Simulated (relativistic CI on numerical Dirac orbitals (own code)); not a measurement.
## Mo³⁺: 3p photoemission

Computed with this model: Dirac-Coulomb-Breit CI, separate exchange-only KLI orbitals for each configuration, a model potential for QED, multiplet model of photoemission in the sudden approximation, unscaled Slater integrals; configurations [Kr] 4d3 → [Ne] 3s2 3p5 3d10 4s2 4p6 4d3; 300 K; Lorentzian 2.8 eV and Gaussian 0.6 eV FWHM. Energies are those of the free ion, without screening or charge transfer. The energies are binding energies and can lie tens of eV above those of solids. S is read from ⟨S²⟩ = S(S + 1).

free ion: ground-state S = 1.50, centroid 445.87 eV. Peaks (eV, height): 440.0 (100), 458.0 (53).

Strongest unbroadened transitions for free ion:

| Energy (eV) | Relative strength |
| --- | --- |
| 439.40 | 3.9 |
| 439.49 | 39.6 |
| 439.50 | 93.6 |
| 439.61 | 74.6 |
| 439.80 | 25.4 |
| 439.96 | 3.0 |
| 440.01 | 3.9 |
| 440.05 | 29.9 |
| 440.06 | 91.1 |
| 440.08 | 2.6 |
| 440.31 | 52.9 |
| 441.62 | 4.7 |
| 442.06 | 2.9 |
| 457.65 | 100.0 |
| 457.66 | 4.3 |
| 457.97 | 3.4 |
| 457.99 | 77.3 |
| 458.06 | 31.0 |
